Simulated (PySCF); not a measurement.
An equivalent PySCF input for K²⁺ (potassium, charge +2), [Ne] 3s2 3p5, 2P determinant, with no relativity, point nucleus:

```python
from pyscf import gto, scf, dft, mp, cc
import basis_set_exchange as bse
mol = gto.M(atom="K 0 0 0", charge=2, spin=1, symmetry="D2h",
            basis=gto.basis.parse(bse.get_basis("6-31G*", elements=["K"], fmt="nwchem", header=False)))
mf = scf.UHF(mol)
mf.irrep_nelec = {'Ag': (3, 3), 'B1u': (2, 2), 'B2u': (2, 2), 'B3u': (2, 1)}
mf.kernel()
```

It reaches the same state as the run whose output follows, and the same energy. The run itself started from symmetry-adapted Hartree-Fock orbitals and held the occupation by maximum overlap, so the iterations belong to that start.

```
SCF conv_tol = 1e-09
number electrons alpha = 9  beta = 8
cycle= 1 E= -597.813576431475  delta_E= -0.00454  |g|= 0.0292  |ddm|= 0.0588
cycle= 2 E= -597.814039245344  delta_E= -0.000463  |g|= 0.00939  |ddm|= 0.0191
cycle= 3 E= -597.814092442208  delta_E= -5.32e-05  |g|= 8.12e-05  |ddm|= 0.00912
cycle= 4 E= -597.81409244534  delta_E= -3.13e-09  |g|= 6.75e-06  |ddm|= 7.48e-05
cycle= 5 E= -597.814092445364  delta_E= -2.36e-11  |g|= 3.04e-07  |ddm|= 6e-06
converged SCF energy = -597.814092445364  <S^2> = 0.75618744  2S+1 = 2.0061779
```
